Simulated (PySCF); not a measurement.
A search over the determinants of AuO

Unrestricted PBE0; Au def2-TZVPP with ECP60, O def2-TZVPP; scalar-relativistic core potentials (PySCF 2.14). Outer shells of the fragments: Au 5d10 6s1; O 2s2 2p4.

Followed along the bond (rough minima from three points):

```json
{"2Ms+1": "2", "unpaired": "π ↑", "⟨S²⟩ at the start": "0.76", "R at minimum (Å)": "1.89", "Te (eV)": "0.00"}
{"2Ms+1": "4", "unpaired": "σ ↑, π ↑↑", "⟨S²⟩ at the start": "3.77", "R at minimum (Å)": "none in the scan", "Te (eV)": "≤ 1.35"}
```

Solutions found at the starting distance of 1.825 Å, counted from the lowest of them; the search is not exhaustive and high or unbound solutions are not listed, so other states can lie among these:

```json
{"2Ms+1": "2", "unpaired": "π ↑", "term": "²Π", "E (eV)": "0.00", "⟨S²⟩": "0.76", "⟨Lz²⟩": "1.01", "μ (D)": "-3.33"}
{"2Ms+1": "4", "unpaired": "σ ↑, π ↑↑", "term": "⁴Σ⁻", "E (eV)": "1.39", "⟨S²⟩": "3.77", "⟨Lz²⟩": "0.00", "μ (D)": "0.28"}
{"2Ms+1": "2", "unpaired": "σ ↑", "term": "²Σ⁺", "E (eV)": "1.64", "⟨S²⟩": "0.77", "⟨Lz²⟩": "0.00", "μ (D)": "-4.79"}
{"2Ms+1": "2", "unpaired": "σ ↓, π ↑↑", "term": "mixed", "E (eV)": "1.87", "⟨S²⟩": "1.76", "⟨Lz²⟩": "0.00", "μ (D)": "0.50"}
{"2Ms+1": "2", "unpaired": "σ ↑, π ↑↓", "term": "mixed", "E (eV)": "2.08", "⟨S²⟩": "1.76", "⟨Lz²⟩": "2.02", "μ (D)": "0.17"}
{"2Ms+1": "4", "unpaired": "σ ↑↑, π ↑", "term": "⁴Π", "E (eV)": "2.17", "⟨S²⟩": "3.76", "⟨Lz²⟩": "1.01", "μ (D)": "-0.78"}
{"2Ms+1": "2", "unpaired": "σ ↑", "term": "mixed", "E (eV)": "3.28", "⟨S²⟩": "1.03", "⟨Lz²⟩": "2.00", "μ (D)": "-0.45"}
{"2Ms+1": "2", "unpaired": "δ ↑", "term": "²Δ", "E (eV)": "3.69", "⟨S²⟩": "0.75", "⟨Lz²⟩": "4.00", "μ (D)": "-4.81"}
{"2Ms+1": "4", "unpaired": "σ ↑, π ↑, δ ↑", "term": "mixed", "E (eV)": "4.00", "⟨S²⟩": "3.76", "⟨Lz²⟩": "5.01", "μ (D)": "-1.43"}
{"2Ms+1": "2", "unpaired": "σ ↑, π ↑, δ ↓", "term": "mixed", "E (eV)": "4.13", "⟨S²⟩": "1.76", "⟨Lz²⟩": "5.01", "μ (D)": "-1.25"}
{"2Ms+1": "4", "unpaired": "π ↑↑↑", "term": "⁴Π", "E (eV)": "5.89", "⟨S²⟩": "3.76", "⟨Lz²⟩": "1.00", "μ (D)": "-0.40"}
{"2Ms+1": "6", "unpaired": "σ ↑↑, π ↑↑↑", "term": "⁶Π", "E (eV)": "8.03", "⟨S²⟩": "8.76", "⟨Lz²⟩": "1.05", "μ (D)": "1.98"}
{"2Ms+1": "6", "unpaired": "σ ↑↑↑, π ↑↑", "term": "⁶Σ⁻", "E (eV)": "9.36", "⟨S²⟩": "8.76", "⟨Lz²⟩": "0.00", "μ (D)": "0.34"}
```

A term symbol is given only where ⟨S²⟩ and ⟨Lz²⟩ are close to those of a pure state; real π, δ and φ orbitals otherwise mix terms. A positive dipole means Au(−)O(+).

Spin–orbit coupling is left out. With d or f electrons several states lie close, and the lowest PBE0 determinant need not be the measured ground state.
